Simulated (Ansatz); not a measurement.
Sn₁₂O₂₀H₁₈⁺ (started as a model of: [(RSn)12O14(OH)6]2+, R = H). The state is a doublet with charge 1. Geometry r2SCAN-D4/def2-SVP, that of the charge +2 singlet; atoms count from 1.

```xyz
50

Sn   -0.005    3.432    0.488
Sn    0.573    2.208   -2.610
Sn    2.914    1.867   -0.194
Sn   -1.060   -0.676   -2.985
Sn    2.815   -1.239    1.015
Sn   -2.017    1.351    2.144
Sn    1.060    0.676    2.985
Sn   -2.815    1.239   -1.015
Sn    2.017   -1.351   -2.144
Sn    0.005   -3.432   -0.488
Sn   -0.573   -2.208    2.611
Sn   -2.914   -1.867    0.194
O     0.840    1.810   -0.558
O    -0.088    2.206    2.223
O    -1.896    2.468    0.357
O    -1.368    1.350   -2.474
O     0.887    0.141   -3.001
O     2.580    0.776    1.600
O     3.026   -0.170   -0.793
O    -2.580   -0.776   -1.600
O     0.088   -2.206   -2.223
O     1.368   -1.350    2.474
O     1.896   -2.468   -0.357
O    -0.887   -0.141    3.001
O    -3.026    0.170    0.793
O    -0.840   -1.810    0.558
O    -0.108    3.952   -1.582
O     2.111    3.630    0.709
O     2.659    2.469   -2.228
O     0.108   -3.952    1.582
O    -2.111   -3.630   -0.709
O    -2.659   -2.469    2.229
H    -0.430    4.780   -1.969
H     2.596    4.340    1.156
H     3.344    2.755   -2.852
H     0.431   -4.780    1.969
H    -2.596   -4.339   -1.157
H    -3.344   -2.755    2.852
H    -0.459    4.936    1.139
H     0.536    2.829   -4.193
H     4.565    2.244   -0.035
H    -1.619   -1.040   -4.540
H     4.280   -1.898    1.548
H    -3.076    2.044    3.268
H     1.619    1.040    4.540
H    -4.280    1.898   -1.548
H     3.076   -2.045   -3.268
H     0.458   -4.936   -1.139
H    -0.537   -2.830    4.192
H    -4.565   -2.244    0.035
```

In the def2 sets Sn takes a core potential; there is no spin–orbit coupling. Single mean-field runs in def2-SVP are fitted with def2-universal-jkfit.

**Question.** Estimate the Mulliken populations of the heavy atoms from the PBE0/def2-SVP orbitals of Ansatz.

**Answer.** 
| atom | charge (e) | spin (α − β) |
| --- | --- | --- |
| Sn1 | 1.23 | 0.03 |
| Sn2 | 1.23 | 0.03 |
| Sn3 | 1.23 | 0.03 |
| Sn4 | 1.14 | 0.06 |
| Sn5 | 1.14 | 0.06 |
| Sn6 | 1.14 | 0.06 |
| Sn7 | 1.14 | 0.06 |
| Sn8 | 1.14 | 0.06 |
| Sn9 | 1.14 | 0.06 |
| Sn10 | 1.23 | 0.03 |
| Sn11 | 1.23 | 0.03 |
| Sn12 | 1.23 | 0.03 |
| O13 | -0.77 | 0.00 |
| O14 | -0.75 | 0.00 |
| O15 | -0.75 | 0.00 |
| O16 | -0.75 | 0.00 |
| O17 | -0.75 | 0.00 |
| O18 | -0.75 | 0.00 |
| O19 | -0.75 | 0.00 |
| O20 | -0.75 | 0.00 |
| O21 | -0.75 | 0.00 |
| O22 | -0.75 | 0.00 |
| O23 | -0.75 | 0.00 |
| O24 | -0.75 | 0.00 |
| O25 | -0.75 | 0.00 |
| O26 | -0.77 | 0.00 |
| O27 | -0.55 | 0.00 |
| O28 | -0.55 | 0.00 |
| O29 | -0.55 | 0.00 |
| O30 | -0.55 | 0.00 |
| O31 | -0.55 | 0.00 |
| O32 | -0.55 | 0.00 |
Mulliken values depend strongly on the basis.

**Question.** Where does the spin sit?

**Answer.** Summed by element: Sn 0.51, O 0.00, H 0.49, of 1 unpaired in all. Largest on single atoms: Sn5 0.06, Sn7 0.06, Sn6 0.06.

**Question.** And the Mayer bond orders between heavy atoms (over 0.3, the first 40 of 54)?

**Answer.** Sn1–O13 0.54 (2.11 Å); Sn1–O14 0.53 (2.13 Å); Sn1–O15 0.53 (2.13 Å); Sn1–O27 0.50 (2.14 Å); Sn1–O28 0.50 (2.14 Å); Sn2–O13 0.54 (2.11 Å); Sn2–O16 0.53 (2.13 Å); Sn2–O17 0.53 (2.13 Å); Sn2–O27 0.50 (2.14 Å); Sn2–O29 0.50 (2.14 Å); Sn3–O13 0.54 (2.11 Å); Sn3–O18 0.54 (2.13 Å); Sn3–O19 0.53 (2.13 Å); Sn3–O28 0.50 (2.14 Å); Sn3–O29 0.50 (2.14 Å); Sn4–O16 0.57 (2.11 Å); Sn4–O17 0.57 (2.11 Å); Sn4–O20 0.64 (2.06 Å); Sn4–O21 0.64 (2.06 Å); Sn5–O18 0.57 (2.11 Å); Sn5–O19 0.57 (2.11 Å); Sn5–O22 0.64 (2.06 Å); Sn5–O23 0.64 (2.06 Å); Sn6–O14 0.57 (2.11 Å); Sn6–O15 0.57 (2.11 Å); Sn6–O24 0.64 (2.06 Å); Sn6–O25 0.64 (2.06 Å); Sn7–O14 0.64 (2.06 Å); Sn7–O18 0.64 (2.06 Å); Sn7–O22 0.57 (2.11 Å); Sn7–O24 0.57 (2.11 Å); Sn8–O15 0.64 (2.06 Å); Sn8–O16 0.64 (2.06 Å); Sn8–O20 0.57 (2.11 Å); Sn8–O25 0.57 (2.11 Å); Sn9–O17 0.64 (2.06 Å); Sn9–O19 0.64 (2.06 Å); Sn9–O21 0.57 (2.11 Å); Sn9–O23 0.57 (2.11 Å); Sn10–O21 0.53 (2.13 Å).
